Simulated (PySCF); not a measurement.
## Relaxation of singlet I₃⁺

Method: PBE0/[I def2-TZVP with ECP28], scalar-relativistic core potentials, density fitting, no spin–orbit coupling, PySCF. A (50,194) grid was used.

A start displaced from a saddle point along its imaginary mode, of C2v symmetry, held to at least that symmetry:

```xyz
3
charge 1 multiplicity 1, angstrom
I    -0.0203    0.2492    0.0000
I     0.0101   -0.1246    2.7512
I     0.0101   -0.1246   -2.7512
```

Optimiser trace:
```
step  E − E(last) (kJ/mol)  largest gradient (Eh/bohr)
   0                118.07                     0.01779
   1                 82.67                     0.01655
   2                 43.77                     0.02115
   3                 15.18                     0.01682
   4                  1.91                     0.00565
   5                  0.06                     0.00208
   6                  0.00                     0.00028
   7                  0.00                     0.00000
```

It ends at C2v with I–I 2.650 Å (×2); I–I–I 106.5° (after a last refinement on a finer grid). The frequency run here used a shortcut that can spoil soft modes, so no verdict on minimum or saddle point is given.

Final geometry:
Z-matrix (Å, degrees; charge 1 multiplicity 1):
```
I
I  1 2.6500
I  1 2.6500 2 106.47
```

The relaxation took about 110 core-seconds on a shared host.
